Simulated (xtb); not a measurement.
xtb input:

```bash
xtb mol.xyz --gfn 1 --sp --chrg -1 --uhf 0
```
mol.xyz:
```
4

Ge     0.00296084     0.00052946     0.43654162
F      1.34367754    -0.80431189    -0.52554518
F      0.01888352     1.56793281    -0.51943698
F     -1.37308847    -0.76550346    -0.50716583
```

### Question
What final total energy does it print?

### Answer
-17.39771 Eh (GFN1-xTB).
